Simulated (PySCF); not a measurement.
Job file and geometry (Å, from GFN2-xTB) of an NMR shielding run on `C=C(C)[SiH2][C@H](F)OCC`, C6H13FOSi, PySCF 2.14.0, density-fitted response routines, GIAO PBE0/pcSseg-1 NMR shielding, non-relativistic, gas phase; density fitting, a coarse starting grid and PySCF grid level 2 are the driver's defaults:

```
$ OMP_NUM_THREADS=1 python probes_run.py task.json out

{"job": {"kind": "nmr", "xc": "PBE0", "basis": "pcSseg-1"}, "charge": 0, "multiplicity": 1}
C      3.238601     0.950612    -0.732401
C      2.191102     0.351468    -0.178753
C      1.841622    -1.067631    -0.517084
Si     1.080244     1.229044     1.074479
C     -0.704142     1.263111     0.337790
F     -1.522105     2.076142     1.130987
O     -1.168138    -0.027302     0.358575
C     -2.443600    -0.229918    -0.240537
C     -2.745494    -1.717757    -0.242629
H      3.872095     0.451007    -1.450441
H      3.510014     1.963702    -0.489471
H      0.793220    -1.139519    -0.798200
H      2.459512    -1.446500    -1.329142
H      1.984392    -1.701419     0.357111
H      1.489737     2.621349     1.273645
H      0.984434     0.489491     2.333470
H     -0.786543     1.712561    -0.668233
H     -3.205429     0.317593     0.328812
H     -2.426638     0.167735    -1.267268
H     -1.987889    -2.253526    -0.808623
H     -3.718963    -1.896217    -0.690362
H     -2.746442    -2.094641     0.776060
```

Problem. Write the output of this run.

Solution. 
```
coarse grid: 18376 points
cycle   1  E = -700.1692898141  dE =  8.393e-01  |g| = 7.431e-01  |ddm| = 4.019e+00
cycle   2  E = -700.0928907653  dE =  7.640e-02  |g| = 1.012e+00  |ddm| = 1.167e+00
cycle   3  E = -700.2747052852  dE = -1.818e-01  |g| = 8.468e-02  |ddm| = 6.990e-01
cycle   4  E = -700.2758286193  dE = -1.123e-03  |g| = 3.819e-02  |ddm| = 7.805e-02
cycle   5  E = -700.2761252328  dE = -2.966e-04  |g| = 9.601e-03  |ddm| = 3.211e-02
cycle   6  E = -700.2761383712  dE = -1.314e-05  |g| = 4.285e-03  |ddm| = 9.535e-03
cycle   7  E = -700.2761418705  dE = -3.499e-06  |g| = 5.372e-04  |ddm| = 3.324e-03
final grid: 171824 points
cycle   8  E = -700.3475667503  dE = -4.524e-05  |g| = 1.197e-02  |ddm| = 2.759e-02
cycle   9  E = -700.3475471613  dE =  1.959e-05  |g| = 1.590e-02  |ddm| = 1.831e-02
cycle  10  E = -700.3475970189  dE = -4.986e-05  |g| = 1.540e-03  |ddm| = 1.031e-02
cycle  11  E = -700.3475975106  dE = -4.916e-07  |g| = 2.737e-04  |ddm| = 1.315e-03
cycle  12  E = -700.3475975232  dE = -1.263e-08  |g| = 1.480e-04  |ddm| = 3.200e-04
cycle  13  E = -700.3475975277  dE = -4.495e-09  |g| = 3.337e-05  |ddm| = 1.375e-04
cycle  14  E = -700.3475975279  dE = -2.349e-10  |g| = 1.245e-05  |ddm| = 3.521e-05
converged SCF energy = -700.3475975279

GIAO shielding tensors (ppm)
atom      isotropic    diamagn.    paramagn.     s11        s22        s33       span
  0 C       49.882     250.069    -200.187    -65.182     71.463    143.364    208.546
  1 C       36.795     263.245    -226.450    -78.409     12.705    176.088    254.496
  2 C      159.220     249.174     -89.954    146.029    148.158    183.472     37.443
  3 Si     391.527     882.200    -490.672    358.591    395.883    420.108     61.517
  4 C       68.249     250.316    -182.067     45.107     68.958     90.683     45.576
  5 F      343.508     475.415    -131.908    229.490    362.620    438.413    208.923
  6 O      225.033     403.692    -178.659    166.987    246.464    261.648     94.662
  7 C      116.596     244.125    -127.529     75.771    107.309    166.708     90.937
  8 C      169.307     247.404     -78.097    154.298    168.450    185.173     30.875
  9 H       25.634      29.990      -4.356     22.103     25.153     29.645      7.542
 10 H       25.954      29.932      -3.978     22.538     24.509     30.815      8.278
 11 H       29.200      34.561      -5.361     23.000     29.334     35.267     12.268
 12 H       29.894      31.762      -1.868     26.280     28.436     34.966      8.686
 13 H       29.697      31.067      -1.370     26.684     27.740     34.668      7.984
 14 H       27.459      30.136      -2.677     24.021     26.180     32.177      8.155
 15 H       27.343      30.138      -2.795     24.851     25.910     31.267      6.416
 16 H       26.010      32.923      -6.913     23.787     26.874     27.369      3.582
 17 H       27.194      29.341      -2.147     21.641     28.238     31.703     10.062
 18 H       28.339      31.289      -2.950     24.732     27.721     32.563      7.831
 19 H       30.198      31.236      -1.038     25.984     29.331     35.279      9.296
 20 H       30.594      26.673       3.921     26.492     27.529     37.761     11.269
 21 H       30.120      29.684       0.436     26.357     28.401     35.600      9.243
```

Problem. Turn these shieldings into chemical shifts. Shifts are taken against calculated references (same method and geometry level): TMS for 13C (σ = 186.93 ppm), 29Si (σ = 349.16 ppm), 1H (σ = 31.72 ppm); 19F (σ = 170.95 ppm) vs CFCl3; 17O (σ = 336.08 ppm) vs H2O.

Solution. Averaging equivalent atoms: C 1: 150.1; C 0: 137.0; C 4: 118.7; C 7: 70.3; C 2: 27.7; C 8: 17.6; Si 3: -42.4; F 5: -172.6; O 6: 111.0; H 9: 6.08; H 10: 5.76; H 16: 5.71; H 17: 4.52; H 15: 4.37; H 14: 4.26; H 18: 3.38; H 11/12/13: 2.12; H 19/20/21: 1.41 ppm. Unscaled 19F shifts against computed CFCl3 carry errors that often reach 10 to 50 ppm. Experimental scales use liquid or dissolved standards, which lie at an offset from isolated H2O (liquid H2O: subtract about 36 ppm).

Size and cost of the density-fitted run: 225 basis functions, 45 s wall time on 1 thread of an Arm Neoverse V2, shared host; peak memory 1.1 GiB.
